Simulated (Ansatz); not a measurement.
Reaction (formal hydrolysis of a C–O bond): `COC(O)[SeH]` + H₂O → `OC(O)[SeH]` + CH₃OH

Isolated molecules relaxed with PBE0-D4/def2-TZVP in Ansatz; ΔE leaves out vibrations. CBS: MP2 limit from def2 TZ/QZ plus the TZ coupled-cluster correction, frozen cores. This one scheme is used for every species. Functionals use def2-TZVPP. HSE06 is defined as in plane-wave codes. For Se outer-core shells are correlated without core-valence functions, which leaves a few kJ/mol of doubt a bond. Scalar relativity is left out up to krypton. One conformer a species, not always the lowest.

CCSD(T)/CBS gives +4.8 kcal/mol.

(1) Another level gave +2.0 kcal/mol. Which?
A. revPBE/def2-TZVPP
B. MP2/def2-TZVPP
C. HSE06/def2-TZVPP
D. BHLYP-D4/def2-TZVPP

(2) What do rigid-rotor, harmonic-oscillator terms from PBE0-D4/def2-TZVP frequencies (298.15 K, 1 bar) make of the CCSD(T)/CBS value? (Best estimate.)

Largest T1 diagnostic among the species: 0.011.

## Answers

(1) C. HSE06 2.0, BHLYP-D4 3.6, revPBE 0.8, MP2/def2-TZVPP 5.0 kcal/mol.

(2) The calculation gave: ΔZPE = +1.2 kcal/mol, ΔH = +5.5 kcal/mol, ΔS = 19 J/(mol·K), ΔG = +4.1 kcal/mol.

Leaving LDA and LC-ωPBE aside and taking each functional with its dispersion term where it has one, the values, not all of them listed here, spread over 1.3 kcal/mol, from PBE-D4 to ωB97X-V. LDA lies +1.6 kcal/mol from PBE without D4. In def2-TZVPP, CCSD(T) changes the Hartree–Fock value by +2.1 kcal/mol (the triples alone add +0.2 kcal/mol) and MP2 by +2.7 kcal/mol. The D4 term adds +1.3 kcal/mol with B3LYP and +0.8 kcal/mol with PBE0; it sums over pairs of atoms, weighted by their polarisabilities, and B3LYP, whose exchange is more repulsive, gets the larger term.

B3LYP here is the variant with VWN-RPA as its local correlation; programs differ in this.
